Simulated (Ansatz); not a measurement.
Reaction (ligand exchange at the Si–C bond): `OC(F)([SiH3])[SiH3]` + `C[O][In]([OH])[SH]` → `C[O][In]([SH])[O][SiH3]` + `OC(F)[SiH3]`

Calculated with Ansatz (gas phase, PBE0-D4/def2-TZVP geometries, no zero-point term in ΔE). CBS: MP2 limit from def2 TZ/QZ plus the TZ coupled-cluster correction, frozen cores. DFT in def2-TZVPP. B3LYP here is the variant with VWN-RPA as its local correlation; programs differ in this. def2 core potentials past Kr. For In outer-core shells are correlated without core-valence functions, which leaves a few kJ/mol of doubt a bond. Each species was taken in one conformer, which may not be the lowest.

Q: Is it downhill or uphill in electronic energy at CCSD(T)/CBS, and by how much? (Best estimate.)

A: Computed: Downhill: ΔE = -131.2 kJ/mol.

Q: What do these levels give: r2SCAN-D4, PBE0-D4, ωB97M-V, PBE, r2SCAN, B3LYP, SCS-MP2/def2-TZVPP, CCSD(T)/def2-TZVPP, MP2/def2-QZVPP, SCS-MP2/def2-QZVPP, MP2/CBS(def2), CCSD/CBS(def2)? (Estimate.)

A: The calculation gave: r2SCAN-D4 -123.8, PBE0-D4 -120.8, ωB97M-V -126.8, PBE -108.7, r2SCAN -123.8, B3LYP -129.8, SCS-MP2/def2-TZVPP -140.4, CCSD(T)/def2-TZVPP -133.4, MP2/def2-QZVPP -135.3, SCS-MP2/def2-QZVPP -139.8, MP2/CBS(def2) -133.7, CCSD/CBS(def2) -136.3 kJ/mol.

Largest T1 diagnostic among the species: 0.016.

In def2-TZVPP, CCSD(T) changes the Hartree–Fock value by +31.3 kJ/mol (the triples alone add +5.1 kJ/mol) and MP2 by +28.8 kJ/mol. From PBE to PBE0 (25 % exact exchange), in def2-TZVPP and without D4, ΔE moves by −12.9 kJ/mol.
